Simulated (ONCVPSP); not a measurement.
**Potentials for hafnium (Hf) compared**

Generated with ld1.x 7.5 (TM, RRKJ, ultrasoft, PAW), atompaw 4.2 or ONCVPSP 4.0.1. The cutoff is in Ry: for ld1.x and atompaw files where the sum of valence levels is converged to 10 mRy in a Bessel basis, for ONCV files where the hardest occupied wave has 1 mHa per electron of residual kinetic energy. The error is the largest all-electron minus pseudo excitation energy over each file’s own four to seven test configurations (ionisations up to +4, promotions, holes and added fractions of an electron), all of which were solved. The labels leave out finer settings (local radius, basis sizes, second energies), which also bear on the numbers. Spin-polarised tests are not counted. The rows are a selection from randomly drawn settings: files with unsolved tests, undetermined cutoffs or missed reference levels are left out.

```tsv
potential	cutoff (Ry)	largest error (meV)	bound ghosts
ONCV, PW91, fully relativistic, rc 1.25/2.25/2.75 (spd), local smoothed, core correction yes, reference 5s2 5p6 5d1, qcut 6.4/6.7/5.9, projectors 2/2/2	120	-41	none
ONCV, PBE, scalar-relativistic, rc 1.95/2.25/2.30/1.10 (spdf), local smoothed, core correction yes, reference 4f14 5s2 5p6 5d2 6s0.5, qcut 5.1/6.9/8.3/15.1, projectors 3/2/1/2	218	+3.1	none
ONCV, PBE, scalar-relativistic, rc 2.45/3.15/2.90 (spd), local smoothed, core correction yes, reference 5d2 6s1.5, qcut 2.2/2.1/4.9, projectors 1/2/2	17	-43	none
ONCV, PBE, scalar-relativistic, rc 2.05/1.25/3.10 (spd), local smoothed, core correction no, reference 5s2 5p6 5d2 6s1, qcut 5.2/5.8/4.8, projectors 2/2/2	173	+46	none
```

(1) Fill in the row for Hf: ONCV, PBEsol, scalar-relativistic, rc 1.55/1.85/1.55 (spd), local d, core correction no, reference 5s2 5p6 5d2, qcut 6.5/6.5/7.3, projectors 3/2/0.

(2) Fill in the row for Hf: ONCV, PBEsol, scalar-relativistic, rc 1.75/1.85/2.75/2.65 (spdf), local smoothed, core correction no, reference 5s2 5p6 5d2 6s1.5 6p0.5, qcut 5.4/9.3/6.2/4.2, projectors 2/2/1/2.

(3) Fill in the row for Hf: ONCV, PBEsol, scalar-relativistic, rc 2.10/1.85/2.45 (spd), local smoothed, core correction yes, reference 5s2 5p6 5d2 6s1, qcut 5/8.2/6.9, projectors 2/2/2.

Answers

(1) cutoff 63 Ry, largest error +45 meV, bound ghosts: none.

(2) cutoff 42 Ry, largest error -2.5 meV, bound ghosts: none.

(3) cutoff 38 Ry, largest error -800 meV, bound ghosts: none.
